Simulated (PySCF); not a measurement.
Correlation energy of V (vanadium, neutral)

[Ar] 3d4 4s1, high-spin 6D determinant (an excited configuration). Computed with PySCF 2.14 in aug-cc-pwCVTZ, with the non-relativistic Hamiltonian (point nucleus). Frozen: [Ne]; 13 electrons correlated.

MP2 pair energies summed by pair of shells (mhartree):

```
 pair   energy  share (%)
3p-3d  -164.05       36.6
3p-3p  -124.83       27.8
3d-3d   -51.83       11.5
3s-3p   -48.34       10.8
3s-3d   -29.65        6.6
3d-4s   -12.26        2.7
3p-4s    -9.58        2.1
3s-3s    -7.48        1.7
3s-4s    -0.75        0.2
```

Total MP2 correlation energy: -448.76 mhartree.

Same-spin part -161.68 and opposite-spin part -287.07 mhartree; SCS-MP2 scales them by 1/3 and 6/5 to -398.38 mhartree.
